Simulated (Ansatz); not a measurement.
Geometry optimisation, RKS BLYP-D4/def2-SVP in Ansatz 0.2.0.

input.yaml

```yaml
crystal:
  periodic: [false, false, false]
  atoms:
    - { symbol: W, position_ang: [0.070462, -0.527392, 0.114819] }
    - { symbol: O, position_ang: [-0.298004, -0.557412, 1.997913] }
    - { symbol: H, position_ang: [-0.747779, 0.104186, 2.557968] }
    - { symbol: H, position_ang: [1.738533, -0.396919, -0.315567] }
    - { symbol: H, position_ang: [0.424398, 0.71692, -0.9972] }
    - { symbol: H, position_ang: [-0.966993, 0.797006, 0.082827] }
    - { symbol: H, position_ang: [-0.407275, -2.055861, -0.517433] }
    - { symbol: H, position_ang: [-1.132309, -0.480485, -1.090163] }
    - { symbol: Si, position_ang: [1.925702, 2.342643, 1.4725] }
    - { symbol: H, position_ang: [3.286953, 1.84993, 1.854356] }
    - { symbol: H, position_ang: [1.938906, 2.931424, 0.10011] }
    - { symbol: H, position_ang: [1.452441, 3.360862, 2.469199] }
    - { symbol: H, position_ang: [0.987365, 1.198698, 1.52787] }
basis:
  gaussian: { orbitals: def2-SVP }
hamiltonian:
  xc: blyp
  dispersion: d4
relax:
  f_tol: 0.03
  max_steps: 50
```

Run as:

```bash
$ ansatz run input.yaml --threads 4 --pin off --max-ram 5120MiB --backend cpu --events-out ev --progress --plain --runs-dir out
```

Problem. Where does it end, and by what steps?

Solution. It converged. The force dipped under the threshold on the way, but the program's further checks kept it going. After 12 steps the energy has fallen by 0.110 eV; H12 moved furthest, 0.74 Å.

| step | energy less start (eV) | largest force component (eV/Å) | accepted |
| --- | --- | --- | --- |
| 0 | 0.0000 | 0.652 | yes |
| 1 | -0.0678 | 0.347 | yes |
| 2 | -0.0591 | 0.649 | no |
| 3 | -0.0874 | 0.264 | yes |
| 4 | -0.0952 | 0.132 | yes |
| 5 | -0.0991 | 0.175 | yes |
| 6 | -0.1031 | 0.119 | yes |
| 7 | -0.1055 | 0.083 | yes |
| 8 | -0.1066 | 0.062 | yes |
| 9 | -0.1082 | 0.029 | yes |
| 10 | -0.1091 | 0.047 | yes |
| 11 | -0.1096 | 0.035 | yes |
| 12 | -0.1097 | 0.014 | yes |

```xyz
13
Properties=species:S:1:pos:R:3
W 0.028 -0.666 0.127
O -0.510 -0.855 1.929
H -1.097 -0.299 2.477
H 1.712 -0.321 -0.013
H 0.409 0.718 -0.791
H -1.084 0.591 0.126
H -0.349 -2.131 -0.691
H -0.999 -0.513 -1.224
Si 2.039 2.554 1.455
H 3.281 1.725 1.564
H 1.885 3.083 0.065
H 2.108 3.693 2.430
H 0.850 1.705 1.803
```

Whether the end is a true minimum wasn't checked by a vibrational analysis.

Run time: 21 s on 4 threads of Arm Neoverse V1 (shared host), peak memory 0.16 GiB.
